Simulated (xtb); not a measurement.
ammonia borane (BH6N), SMILES [BH3-][NH3+]. All values are semi-empirical tight-binding results from xtb (GFN2-xTB unless named), good for trends rather than for accurate numbers. Coordinates come from a GFN2-xTB optimisation.

Computed properties:
| Quantity | Result |
|---|---|
| point group as xtb finds it | C3v |
| orbital gap | 9.08 eV |
| dipole moment | 6.03 D |
| zero-point energy | 42.3 kcal/mol |
| G − E(el) at 298.15 K (modified RRHO) | 28.2 kcal/mol |
| static polarisability (D4 model) | 33.9 bohr³ |
| solvation energy, GFN2-xTB/ALPB(water) | -15.0 kcal/mol |
| solvation energy, GFN2-xTB/ALPB(benzene) | -7.0 kcal/mol |

Computed IR lines (harmonic; lines under 4 % of the strongest left out, lines within 3 cm⁻¹ merged):
ν (cm⁻¹): 616 (w), 629 (w), 963 (m), 1140 (w), 1190 (s), 1255 (w), 1503 (w), 2456 (vs), 2474 (m) (against the strongest line: vs over 80 %, s over 45 %, m over 15 %, w over 4 %, vw less)
